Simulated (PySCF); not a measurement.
Zn(Et)2 (C4H10Zn), SMILES C[CH2][Zn][CH2]C. Atoms are numbered in the order given.

```xyz
15

Zn     0.0000     0.0000     0.1692
C      0.6143     1.8656     0.1707
C     -0.3683     2.8786    -0.4352
H      0.8539     2.1436     1.2218
H      1.5870     1.9033    -0.3696
H     -0.6003     2.6538    -1.4978
H     -1.3387     2.8958     0.1046
H      0.0263     3.9189    -0.4104
C     -0.6143    -1.8656     0.1707
C      0.3683    -2.8786    -0.4352
H     -0.8539    -2.1436     1.2218
H     -1.5870    -1.9033    -0.3696
H      0.6003    -2.6538    -1.4978
H      1.3387    -2.8958     0.1046
H     -0.0263    -3.9189    -0.4104
```

Geometry: PBE-D3(BJ)/def2-SVP. The isomer is the one that the SMILES or the coordinates give; other isomers of the formula were not compared. One conformer was computed; it need not be the lowest.

All values below come from PBE/def2-TZVP run with PySCF.

Gas-phase values at a fixed geometry.

Computed frontier levels, gap, dipole moment and polarisability:
```yaml
highest_occupied_level: -5.42 eV
lowest_empty_level: -0.79 eV
orbital_gap: 4.63 eV
dipole_moment: 0.08 D
quadrupole, principal values (traceless, Buckingham form, about the centre of nuclear charge): -4.98, 1.93, 3.05 D·Å
mean_static_polarisability: 80.3 bohr³ (11.91 Å³)
polarisability_principal_values: 65.6, 68.2, 107.2 bohr³
```
